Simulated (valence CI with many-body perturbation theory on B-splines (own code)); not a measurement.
Results of a calculation; reference values are marked as such.
Level structure of Cu XVII

Method: relativistic CI+MBPT: three valence electrons over a frozen Dirac-Fock core [Ne], a basis of 11 s, 11 p, 9 d, 7 f, 5 g, 2 h, 1 i functions for each j, with the one-electron correlation potential Σ1, the two-electron term Σ2, the three-electron term Σ3, Breit, model QED; selected CI, second order for the rest (own B-spline code, finite nucleus).

No measured levels were compared; by estimate levels of excited configurations hold to 0.05 to 0.15 % of their energy, terms of the ground configuration to about 0.5 %.

Levels 1 to 45 of 66, with energies above the lowest level, 3s2 3p 2P°_1/2. "Leading %" is the weight of the configuration and term that name the level; weights of strongly mixed levels are sums over their largest components and can fall short. In the jj column 3d3/2^4 stands for four electrons in 3d with j = 3/2.

```
No.  Configuration  Term    J  E (cm⁻¹)  Leading %      g                Leading jj   Second component
  1         3s2 3p   2P°  1/2         0         97  0.664         3s^2 3p1/2 (97 %)                   
  2         3s2 3p   2P°  3/2     33252         97  1.333         3s^2 3p3/2 (97 %)                   
  3         3s 3p2    4P  1/2    277130         97  2.650         3s 3p1/2^2 (58 %)                   
  4         3s 3p2    4P  3/2    291760         99  1.729     3s 3p1/2 3p3/2 (92 %)                   
  5         3s 3p2    4P  5/2    307660         95  1.580     3s 3p1/2 3p3/2 (54 %)      4 % 3s 3p2 2D
  6         3s 3p2    2D  3/2    372260         86  0.810     3s 3p1/2 3p3/2 (66 %)     11 % 3s2 3d 2D
  7         3s 3p2    2D  5/2    377830         83  1.218         3s 3p3/2^2 (50 %)     11 % 3s2 3d 2D
  8         3s 3p2    2S  1/2    445030         59  1.511         3s 3p1/2^2 (40 %)     37 % 3s 3p2 2P
  9         3s 3p2    2P  1/2    480310         60  1.174         3s 3p3/2^2 (61 %)     37 % 3s 3p2 2S
 10         3s 3p2    2P  3/2    490770         95  1.324         3s 3p3/2^2 (63 %)                   
 11         3s2 3d    2D  3/2    574140         86  0.800         3s^2 3d3/2 (86 %)     12 % 3s 3p2 2D
 12         3s2 3d    2D  5/2    578210         86  1.199         3s^2 3d5/2 (86 %)     11 % 3s 3p2 2D
 13            3p3   2D°  3/2    707270         56  0.964      3p1/2^2 3p3/2 (55 %)  24 % 3s 3p 3d 2D°
 14            3p3   2D°  5/2    716940         69  1.199      3p1/2 3p3/2^2 (69 %)  30 % 3s 3p 3d 2D°
 15            3p3   4S°  3/2    725490         83  1.819      3p1/2 3p3/2^2 (77 %)        9 % 3p3 2D°
 16       3s 3p 3d   4F°  3/2    781050         97  0.416     3s 3p1/2 3d3/2 (83 %)                   
 17       3s 3p 3d   4F°  5/2    788200         97  1.033     3s 3p1/2 3d3/2 (41 %)                   
 18            3p3   2P°  1/2    790460         81  0.664      3p1/2 3p3/2^2 (81 %)  17 % 3s 3p 3d 2P°
 19       3s 3p 3d   4F°  7/2    798840         97  1.241     3s 3p1/2 3d5/2 (47 %)                   
 20            3p3   2P°  3/2    799530         66  1.337            3p3/2^3 (63 %)  17 % 3s 3p 3d 2P°
 21       3s 3p 3d   4F°  9/2    814460        100  1.333    3s 3p3/2 3d5/2 (100 %)                   
 22       3s 3p 3d   4P°  5/2    838590         61  1.496     3s 3p1/2 3d5/2 (88 %)  30 % 3s 3p 3d 4D°
 23       3s 3p 3d   4D°  3/2    841900         63  1.370     3s 3p1/2 3d3/2 (44 %)  34 % 3s 3p 3d 4P°
 24       3s 3p 3d   4D°  1/2    843680         89  0.264     3s 3p1/2 3d3/2 (65 %)  10 % 3s 3p 3d 4P°
 25       3s 3p 3d   4D°  7/2    861040         97  1.422     3s 3p3/2 3d5/2 (67 %)                   
 26       3s 3p 3d   4D°  5/2    862270         68  1.413     3s 3p3/2 3d3/2 (64 %)  25 % 3s 3p 3d 4P°
 27       3s 3p 3d   4P°  1/2    862760         90  2.405     3s 3p3/2 3d3/2 (96 %)  10 % 3s 3p 3d 4D°
 28       3s 3p 3d   4P°  3/2    862980         62  1.521     3s 3p3/2 3d3/2 (85 %)  36 % 3s 3p 3d 4D°
 29       3s 3p 3d   2D°  3/2    876990         74  0.836     3s 3p3/2 3d5/2 (34 %)       17 % 3p3 2D°
 30       3s 3p 3d   2D°  5/2    878410         65  1.233     3s 3p3/2 3d5/2 (62 %)       15 % 3p3 2D°
 31       3s 3p 3d   2F°  5/2    903990         93  0.879     3s 3p1/2 3d5/2 (47 %)   6 % 3s 3p 3d 2D°
 32       3s 3p 3d   2F°  7/2    929730         99  1.142     3s 3p3/2 3d5/2 (65 %)                   
 33       3s 3p 3d   2P°  3/2    977530         70  1.264     3s 3p1/2 3d3/2 (37 %)       14 % 3p3 2P°
 34       3s 3p 3d   2P°  1/2    993070         88  0.664     3s 3p3/2 3d5/2 (74 %)       11 % 3p3 2P°
 35       3s 3p 3d   2F°  7/2    994450         97  1.144     3s 3p3/2 3d5/2 (45 %)                   
 36       3s 3p 3d   2F°  5/2    998930         96  0.864     3s 3p3/2 3d3/2 (70 %)                   
 37       3s 3p 3d   2P°  1/2   1019600         90  0.662     3s 3p3/2 3d3/2 (68 %)        5 % 3p3 2P°
 38       3s 3p 3d   2D°  3/2   1021900         56  1.000     3s 3p3/2 3d5/2 (44 %)  36 % 3s 3p 3d 2P°
 39       3s 3p 3d   2D°  5/2   1026500         83  1.190     3s 3p3/2 3d5/2 (62 %)       12 % 3p3 2D°
 40       3s 3p 3d   2P°  3/2   1026500         66  1.196     3s 3p3/2 3d5/2 (42 %)  21 % 3s 3p 3d 2D°
 41         3p2 3d    2F  5/2   1172900         85  0.870  3p1/2 3p3/2 3d3/2 (59 %)     11 % 3s 3d2 2F
 42         3p2 3d    4F  3/2   1173600         89  0.470      3p1/2^2 3d3/2 (59 %)      4 % 3p2 3d 4D
 43         3p2 3d    4F  5/2   1182600         89  1.059  3p1/2 3p3/2 3d3/2 (52 %)      8 % 3p2 3d 4D
 44         3p2 3d    2F  7/2   1183800         74  1.160  3p1/2 3p3/2 3d3/2 (38 %)     10 % 3s 3d2 2F
 45         3p2 3d    4F  7/2   1194500         84  1.250  3p1/2 3p3/2 3d5/2 (79 %)     11 % 3p2 3d 4D
```

Names give the largest LS component (configuration and term), which can be under half, so a name can repeat, a term be missing and a line seem to break the LS rules; names also repeat where a configuration has a term twice.

Where two levels of one J and parity lie close, their mixing, g and order are uncertain.

The ionisation energy to 3s2 1S_0 of the next ion comes out as 556.55 eV (NIST: 552.8 ± 2.1 eV (semi-empirical)). All 66 levels together are meant to be complete up to 1362800 cm⁻¹.
